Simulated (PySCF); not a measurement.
SMILES [CH2]C(C)(C)N, doublet, GFN2-xTB optimised geometry.

```
15

C      0.47     0.79     2.48
C      0.12     0.09     1.23
C      0.61    -1.36     1.23
C      0.65     0.83     0.00
N     -1.36     0.05     1.12
H      0.45     0.26     3.42
H      0.47     1.87     2.52
H      0.24    -1.88     2.11
H      0.26    -1.87     0.34
H      1.70    -1.38     1.25
H      0.29     0.35    -0.90
H      0.30     1.87     0.00
H      1.73     0.83     0.00
H     -1.76    -0.44     1.91
H     -1.73     0.99     1.10
```

Density from unrestricted PBE0/def2-TZVP in PySCF 2.14.0 at that geometry.

Minimum of the electron density along straight lines between bonded atoms, close to the bond critical point (lines longer than 1.1 times the sum of covalent radii, or with two minima, are not listed):

| bond | length / Å | ρ at the minimum / e bohr⁻³ | ∇²ρ there / e bohr⁻⁵ | position (fraction from the first atom) |
|---|---|---|---|---|
| C1–C2 | 1.480 | 0.274 | -0.74 | 0.51 |
| C2–C3 | 1.529 | 0.249 | -0.63 | 0.51 |
| C2–C4 | 1.529 | 0.249 | -0.63 | 0.51 |
| C2–N5 | 1.483 | 0.254 | -0.60 | 0.41 |
| C1–H6 | 1.074 | 0.287 | -1.01 | 0.64 |
| C1–H7 | 1.074 | 0.287 | -1.01 | 0.64 |
| C3–H8 | 1.088 | 0.278 | -0.95 | 0.64 |
| C3–H9 | 1.086 | 0.281 | -0.97 | 0.64 |
| C3–H10 | 1.086 | 0.280 | -0.96 | 0.64 |
| C4–H11 | 1.086 | 0.280 | -0.97 | 0.64 |
| C4–H12 | 1.088 | 0.278 | -0.95 | 0.64 |
| C4–H13 | 1.086 | 0.280 | -0.96 | 0.64 |
| N5–H14 | 1.015 | 0.338 | -1.61 | 0.73 |
| N5–H15 | 1.015 | 0.338 | -1.61 | 0.73 |
